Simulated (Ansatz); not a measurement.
`[F][Nb]([F])(=[S])[Cl]`, 5 atoms. Total charge 0; spin multiplicity 1. Correlated methods include outer-core shells of Nb, which these sets cover unevenly. Nb: def2 effective core potential. All runs use 4 threads of a server CPU on a shared host. Correlated methods freeze the cores.

Task: How many basis functions does each run have, and how long does it take in Ansatz? RKS PBE0-D4/def2-TZVP frequencies; RKS ωB97M-V/def2-SVP energy; RKS r2SCAN-D4/def2-TZVPP energy and forces; RHF-CCSD(T)/def2-SVP energy; RKS PBE0-D4/def2-TZVP relaxation (6 steps); RKS PBE0-D4/def2-QZVPP energy; RKS B3LYP-D4/def2-TZVPP energy and forces; RKS PBE0-D4/def2-SVP energy; RHF-CCSD(T)/def2-TZVPP energy; RKS ωB97M-V/def2-QZVPP energy; direct RPA on PBE orbitals/def2-TZVPP energy; RHF-MP2/def2-QZVPP energy. (An estimate is asked.)

Result: The calculation gave: Other jobs shared the machine, so times are rough.

```
                                level                   job  functions  wall time  peak host memory (GiB)
                 RKS PBE0-D4/def2-SVP                energy         95      1.9 s                    0.19
                 RHF-CCSD(T)/def2-SVP                energy         95      4.7 s                    0.32
              RKS B3LYP-D4/def2-TZVPP     energy and forces        202        7 s                    0.56
direct RPA on PBE orbitals/def2-TZVPP                energy        202        7 s                    0.42
             RKS r2SCAN-D4/def2-TZVPP     energy and forces        202      8.5 s                     0.3
                 RKS ωB97M-V/def2-SVP                energy         95       10 s                    0.31
               RKS PBE0-D4/def2-QZVPP                energy        335       10 s                     1.1
                   RHF-MP2/def2-QZVPP                energy        335       18 s                     1.3
               RKS ωB97M-V/def2-QZVPP                energy        335       26 s                     1.3
                RKS PBE0-D4/def2-TZVP  relaxation (6 steps)        176       32 s                    0.47
                RKS PBE0-D4/def2-TZVP           frequencies        176       67 s                    0.46
               RHF-CCSD(T)/def2-TZVPP                energy        202       69 s                     1.9
```

B3LYP here is the variant with VWN-RPA as its local correlation; programs differ in this.
